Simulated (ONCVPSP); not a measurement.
**cobalt: one change to an ONCV potential, before and after**

| Item | Value |
| --- | --- |
| Element | cobalt |
| Generator | ONCVPSP 4.0.1 |
| Type | optimised norm-conserving Vanderbilt (ONCV) |
| Functional | PBE |
| Relativity | scalar-relativistic |
| Frozen core | [Ne] |
| Valence charge | 17 |
| Reference configuration | 3s2 3p6 3d8 4s1 |
| Partial waves | 3s+4s: rc 1.35 bohr, ncon 4, nbas 7, qcut 9.2 1/bohr, 3 projectors, debl 3.7 Ha; 3p: rc 0.85 bohr, ncon 3, nbas 7, qcut 8.2 1/bohr, 1 projector; 3d: rc 0.95 bohr, ncon 4, nbas 8, qcut 18.7 1/bohr, 2 projectors, debl 1.6 Ha |
| Local potential | polynomial inside 0.80 bohr (lpopt 1, dvloc0 0 Ha) |
| Core correction | none |

All-electron outer shells of the reference configuration (PBE, scalar-relativistic, ld1.x):

| shell | level (eV) | outermost node (bohr) | outermost maximum (bohr) |
| --- | --- | --- | --- |
| 2p | -764.70 | – | 0.17 |
| 3s | -97.60 | 0.31 | 0.67 |
| 3p | -60.97 | 0.28 | 0.68 |
| 4s | -4.37 | 0.97 | 2.44 |
| 3d | -4.24 | – | 0.68 |

Change: d: rc 0.62; local potential polynomial inside 0.62 bohr (lpopt 1, dvloc0 0 Ha).

Cutoffs: the cutoffs (Ha) at which the residual kinetic energy of the hardest occupied pseudo-wave falls to 1 and 0.1 mHa per electron; they do not see the model core or the augmentation charge, which bear on the density cutoff. Errors are all-electron minus pseudo energies relative to the spin-unpolarised reference configuration.

**Question.** Predict the effect on cutoff, ghosts and configuration errors.

**Answer.** The potential gets harder (117 Ha and 137 Ha → 162 Ha and 480 Ha); of the 4 tests that both files solve, the error grows in 4 and shrinks in 0 by more than 15 % and 0.3 meV (median size 1.9 → 9.9 meV); neither file shows a bound ghost. A smaller radius makes the pseudo-wave follow the all-electron one further in, where it bends more sharply, so more plane waves are needed. That the errors move this way runs against the usual rule that smaller radii transfer better.

| quantity | base | changed |
| --- | --- | --- |
| cutoff, loose | 117 Ha | 162 Ha |
| cutoff, tight | 137 Ha | 480 Ha |
| loose cutoff by channel | s 27 Ha, p 34 Ha, d 117 Ha | s 27 Ha, p 34 Ha, d 162 Ha |
| bound ghosts | none | none |
| GHOST(+) flags under 300 eV | none | none |
| error for 3s2 3p6 3d7 4s2, meV [ΔE 1.20 eV] | +4.8 | +12 |
| error for 3s2 3p6 3d7 4s1, meV [ΔE 10.23 eV] | +2.0 | +10 |
| error for 3s2 3p6 3d7 4s0, meV [ΔE 27.02 eV] | -0.5 | +9.7 |
| error for 3s2 3p6 3d7.5 4s1.5, meV [ΔE 0.24 eV] | +1.8 | +4.9 |
| s: phases at 1.37 bohr within 0.05 rad from the reference energy up to (Ha; the scan ends near 5) | to the end of the scan | to the end of the scan |
| p: phases at 0.86 bohr within 0.05 rad from the reference energy up to (Ha; the scan ends near 5) | to the end of the scan | to the end of the scan |
